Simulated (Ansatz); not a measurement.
One geometry of `NB(F)F`, several functionals.

```yaml
crystal:
  periodic: [false, false, false]
  atoms:
    - {symbol: N, position_ang: [-0.210679, 0.687583, -0.156839]}
    - {symbol: B, position_ang: [0.195307, -0.614682, 0.121238]}
    - {symbol: F, position_ang: [-0.667372, -1.526102, 0.560333]}
    - {symbol: F, position_ang: [1.459676, -0.991767, -0.042723]}
    - {symbol: H, position_ang: [0.424955, 1.389545, -0.488703]}
    - {symbol: H, position_ang: [-1.159787, 0.991423, -0.039406]}
basis:
  gaussian: {orbitals: def2-TZVPP}
hamiltonian: {xc: {name: wB97M-V}}
output: {forces: true, orbitals: {seedname: orbitals}}
```

```sh
$ ansatz run in.yaml --threads 2 --pin off --events-out ev --progress --plain
```

Output, abridged:

```
Functional definition: wB97M-V
754 factors; their error is unknown
172 factors; integrals over basis functions are off by at most 1.0e-5 eV
mean field evaluation 1: about -7633.6685 eV, gradient 5.5e1 eV
mean field evaluation 2: about -7634.7439 eV, gradient 5.1e1 eV
mean field evaluation 4: about -7638.6271 eV, gradient 1.0e0 eV
mean field evaluation 8: about -7638.6479 eV, gradient 2.8e-2 eV
mean field -7638.64790170 eV, -280.7151327259 hartree, gradient 5.0e-5 eV, S^2 0.000000; 0 other end points of the search recorded, 0 dependent functions left out
reference -7638.64794403 eV, -280.7151342816 hartree; 16, 16 occupied and 136, 136 virtual orbitals, 754 factors
Total energy: -7638.64794403 eV, -280.7151342816 hartree
Atom 0 at    -0.210679     0.687583    -0.156839 Å, force    -0.050038     0.160659    -0.034073 eV/Å
Atom 1 at     0.195307    -0.614682     0.121238 Å, force    -0.032779     0.105201    -0.022419 eV/Å
Atom 2 at    -0.667372    -1.526102     0.560333 Å, force    -0.154487    -0.168279     0.080004 eV/Å
Atom 3 at     1.459676    -0.991767    -0.042723 Å, force     0.229326    -0.071845    -0.028809 eV/Å
Atom 4 at     0.424955     1.389545    -0.488703 Å, force    -0.023114    -0.019691     0.010331 eV/Å
Atom 5 at    -1.159787     0.991423    -0.039406 Å, force     0.031093    -0.006046    -0.005034 eV/Å
Dipole moment:    -0.162500     0.521340    -0.111220 e Å
```

It took 5.5 s on 2 threads of a server CPU on a shared host, with 0.31 GiB of host memory at the peak.

With the line `hamiltonian: {xc: {name: revPBE}, dispersion: d4}` and no forces (abridged; 1.4 s):

```
Functional definition: revPBE
mean field evaluation 16: about -7638.0015 eV, gradient 1.1e-5 eV
mean field -7638.00153857 eV, -280.6913793191 hartree, gradient 1.1e-5 eV, S^2 0.000000
Total energy: -7638.26267877 eV, -280.7009760446 hartree
```

Changing it to `hamiltonian: {xc: pbe, dispersion: d4}` (abridged; 2.2 s):

```
Functional definition: PBE
mean field evaluation 16: about -7632.5993 eV, gradient 3.1e-5 eV
mean field -7632.59929624 eV, -280.4928505751 hartree, gradient 3.1e-5 eV, S^2 0.000000
Total energy: -7632.66794373 eV, -280.4953733238 hartree
Atom 0 force    -0.022353     0.071734    -0.015229 eV/Å
Atom 1 force    -0.056105     0.180040    -0.038381 eV/Å
Atom 2 force    -0.457928    -0.457554     0.225680 eV/Å
Atom 3 force     0.655952    -0.177721    -0.090120 eV/Å
Atom 4 force     0.202351     0.257591    -0.115296 eV/Å
Atom 5 force    -0.321917     0.125910     0.033346 eV/Å
Dipole moment:    -0.161573     0.518364    -0.110589 e Å
```

The same input with `hamiltonian: {xc: {name: r2SCAN0}, dispersion: d4}` and no forces (abridged; 2.7 s):

```
Functional definition: r2SCAN0
mean field -7636.33235257 eV, -280.6300378651 hartree, gradient 1.6e-5 eV, S^2 0.000000
Total energy: -7636.35071306 eV, -280.6307126005 hartree
```

With the line `hamiltonian: {xc: {name: BHLYP}, dispersion: d4}` and no forces (abridged; 2.7 s):

```
Functional definition: BHLYP
mean field -7637.73605055 eV, -280.6816228144 hartree, gradient 1.9e-5 eV, S^2 0.000000
Total energy: -7637.81009854 eV, -280.6843440276 hartree
```

Changing it to `hamiltonian: {xc: {name: B97M-V}}` and no forces (abridged; 4.4 s):

```
Functional definition: B97M-V
mean field evaluation 16: about -7638.8077 eV, gradient 1.8e-5 eV
mean field -7638.80766345 eV, -280.7210038621 hartree, gradient 1.8e-5 eV, S^2 0.000000
Total energy: -7638.80771545 eV, -280.7210057730 hartree
```
